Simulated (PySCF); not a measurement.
# Rb (rubidium, neutral) across methods

[Kr] 5p1, 2P determinant (an excited configuration). Calculation: PySCF 2.14, in def2-QZVPPD with the def2 core potential (28 electrons) (7s5p4d3f, 63 functions); a scalar-relativistic core potential.

```csv
method,E (hartree),mean ε 4p β (eV),mean ε 4p α (eV),mean ε 5p α (eV),Σ⟨r²⟩ (bohr²),⟨S²⟩
M06-2X,-23.9681,-20.498,-20.494,-1.995,82.80,0.750
LDA,-23.9339,-17.294,-17.325,-1.540,80.93,0.750
r2SCAN,-24.0470,-17.857,-17.870,-1.540,81.18,0.750
UHF,-23.75304,-23.401,-23.442,-2.458,91.38,0.750
BP86,-24.0717,-17.376,-17.397,-1.648,79.99,0.750
PBE0,-24.0314,-19.055,-19.088,-1.873,81.93,0.750
r2SCAN0,-24.0310,-19.405,-19.428,-1.804,82.51,0.750
B97-3,-24.0420,-19.189,-19.202,-1.818,83.44,0.750
```

Estimate the same row for PBE.

E (hartree) = -24.0321; mean ε 4p β (eV) = -17.286; mean ε 4p α (eV) = -17.316; mean ε 5p α (eV) = -1.583; Σ⟨r²⟩ (bohr²) = 80.09; ⟨S²⟩ = 0.750.

Energies and moments cover only the electrons outside the core potential.
